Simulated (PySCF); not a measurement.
Isomers of C6H6P2, one GFN2-xTB conformer each. Single-point energies are computed at PBE0/pcSseg-1 (PySCF, gas phase, no added dispersion term), electronic only.

Task: Rank them by PBE0/pcSseg-1 energy, lowest first (kJ/mol).
A. `[CH2:1]=[CH:2][c:3]1[cH:4][p:5][cH:6][cH:7][p:8]1` with C1–C2–C3–C4 10°
B. `[CH2:1]=[CH:2][c:3]1[p:4][cH:5][cH:6][cH:7][p:8]1` with C1–C2–C3–P4 0°
C. `[CH:1]#[C:2][CH2:3]/[P:4]=[P:5]/[CH2:6][C:7]#[CH:8]` with C2–C3–P4–P5 -13°, P4–P5–C6–C7 -11°
D. `[H]/[P:1]=[P:2]\[c:3]1[cH:4][cH:5][cH:6][cH:7][cH:8]1` with P1–P2–C3–C4 55°

Result: D (0.0), B (71.5), A (77.3), C (387.6).

As drawn, the lowest has an aromatic ring, which the highest lacks; the highest has a C≡C bond, which the lowest lacks. Neighbours under 10 kJ/mol apart (C=Cc1pcccp1 and C=Cc1cpccp1) can change places with a better method, another conformer or zero-point energy. GFN2-xTB itself gives, in the same order: 0.0, 132.0, 131.8, 335.1. Both levels put the same isomer lowest; measured from each level's own lowest isomer, the values differ by up to 60.5 kJ/mol (C=Cc1pcccp1: 132.0 against 71.5).

Task: Which frontier levels, dipoles and rotational constants go with these structures?

Result: 
```
          SMILES  HOMO (eV, PBE0/pcSseg-1)  LUMO (eV)  dipole (D)       A, B, C (MHz)
[H]/P=P\c1ccccc1                     -7.05      -2.84        2.65  3613, 862.6, 753.7
     C=Cc1pcccp1                     -6.81      -2.30        1.11   2458, 1350, 871.2
     C=Cc1cpccp1                     -6.86      -2.44        0.25   2351, 1248, 816.2
   C#CC/P=P/CC#C                     -7.16      -2.52        0.15  3358, 858.7, 700.6
```
